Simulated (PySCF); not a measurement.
Two species compared at the same levels of theory.

First species: C3H11NOSi.
SMILES: `O(C)[SiH2]N(C)C`

Second species: 1,1-dichlorocyclopropane, C3H4Cl2.
Numbering: `[Cl:1][C:2]1([Cl:3])[CH2:4][CH2:5]1` (hydrogens: H6, H7 on C4; H8, H9 on C5)

Structure used (PBE0-D3(BJ)/def2-SVP), in Å, numbered top down from 1:
```
atom  x, y, z in Å
Cl1    1.1618   -1.4765    1.2894
C2     0.7170   -0.1183    0.2658
Cl3    2.0640    0.9599   -0.0732
C4    -0.2983   -0.3382   -0.8014
C5    -0.6401    0.4743    0.4256
H6    -0.1452    0.1893   -1.7461
H7    -0.7147   -1.3447   -0.8888
H8    -0.7210    1.5592    0.3230
H9    -1.2908    0.0256    1.1801
```

Levels: CAM-B3LYP/def2-SVPD for dipole moment, HOMO energy, LUMO energy, HOMO–LUMO gap, static isotropic polarisability and electronic spatial extent ⟨r²⟩ about the centre of nuclear charge; TDDFT CAM-B3LYP/def2-SVPD for lowest singlet excitation; TDA CAM-B3LYP/def2-SVPD for lowest triplet excitation (Tamm–Dancoff); ΔSCF CAM-B3LYP/def2-SVPD for vertical ionisation energy; PBE0-D3(BJ)/def2-SVP for rotational constant A and rotational constant C. Geometries: PBE0-D3(BJ)/def2-SVP. Each species is one conformer at its optimised geometry, gas phase, non-relativistic unless stated. Electronic properties by PySCF.

Dipoles, sizes and rotational constants follow the conformer. The torsions of the flexible species, by atom-mapped SMILES:
- `[CH3:1][O:2][SiH2:3][N:4]([CH3:5])[CH3:6]`: C1–O2–Si3–N4 -176°, O2–Si3–N4–C5 -84°

Values for the first species:

| Quantity | Value |
| --- | --- |
| Dipole moment | 0.15 D |
| HOMO energy | -7.93 eV |
| LUMO energy | 1.28 eV |
| HOMO–LUMO gap | 9.21 eV |
| Lowest singlet excitation | 6.19 eV |
| Lowest triplet excitation (Tamm–Dancoff) | 6.06 eV |
| Static isotropic polarisability | 77.1 au |
| Vertical ionisation energy | 8.59 eV |
| Electronic spatial extent ⟨r²⟩ about the centre of nuclear charge | 971 bohr² |
| Rotational constant A | 5.722 GHz |
| Rotational constant C | 1.393 GHz |

Task: Estimate the same properties for the second species, and the change in each.

Result: 
```csv
property,first,second,second less first
dipole moment,0.15 D,2.25 D,+2.10 D
HOMO energy,-7.93 eV,-9.39 eV,-1.46 eV
LUMO energy,1.28 eV,1.03 eV,-0.25 eV
HOMO–LUMO gap,9.21 eV,10.42 eV,+1.21 eV
lowest singlet excitation,6.19 eV,6.60 eV,+0.41 eV
lowest triplet excitation (Tamm–Dancoff),6.06 eV,5.97 eV,-0.09 eV
static isotropic polarisability,77.1 au,61.8 au,-15.3 au
vertical ionisation energy,8.59 eV,10.29 eV,+1.70 eV
electronic spatial extent ⟨r²⟩ about the centre of nuclear charge,971 bohr²,629 bohr²,-342 bohr²
rotational constant A,5.722 GHz,3.991 GHz,-1.731 GHz
rotational constant C,1.393 GHz,1.942 GHz,+0.549 GHz
```

On the first: The principal polarisabilities are 68.6, 74.0 and 88.8 au; their mean is the isotropic value. The dipole matches unit charges of opposite sign 0.03 Å apart (1 e·Å = 4.8032 D).

On the second: S1 lies 3.82 eV below the HOMO–LUMO gap; its leading configuration is HOMO→LUMO, weight 0.82. No computed singlet falls in the visible range (750 to 380 nm, 1.65 to 3.26 eV); S1 lies 3.34 eV above its blue end.
